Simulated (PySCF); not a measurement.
Compound: C4H12BNSi.
SMILES: `[SiH3]N[C@H]1BCCC1`

The closed-shell ground state was solved at several levels (PySCF, density fitting, gas phase, non-relativistic). The structure is a single GFN2-xTB conformer in the gas phase; no vibrational or solvent corrections.

```json
{"level": "wB97X-D/def2-SVPD", "basis functions": "240", "total energy (Eh)": "-528.4035", "HOMO (eV)": "-8.46", "LUMO (eV)": "0.72", "gap (eV)": "9.18", "dipole (D)": "1.32"}
{"level": "PBE0/def2-SVPD", "basis functions": "240", "total energy (Eh)": "-528.0659", "HOMO (eV)": "-6.60", "LUMO (eV)": "-1.19", "gap (eV)": "5.41", "dipole (D)": "1.30"}
```

Question: What might PBE0/pcSseg-1 (186 basis functions) give for the same quantities?

Answer: Total energy -528.2707 Eh, HOMO -6.58 eV, LUMO -1.19 eV, gap 5.39 eV, dipole 1.23 D.

Question: Over all these levels, which gives the widest orbital gap and which the narrowest?

Answer: wB97X-D/def2-SVPD (range-separated hybrid) has the widest, 9.18 eV, and PBE0/pcSseg-1 (global hybrid, 25 % exact exchange) the narrowest, 5.39 eV. Functional and basis both differ between the two, so the spread mixes both effects.

Question: How far do the dipole and the HOMO energy spread over the levels?

Answer: The dipole runs from 1.23 to 1.32 D (mean 1.28 D) and the HOMO from -8.46 to -6.58 eV.

Note: wB97X-D ran without an empirical dispersion term, which enters the total energy and its gradient alone.
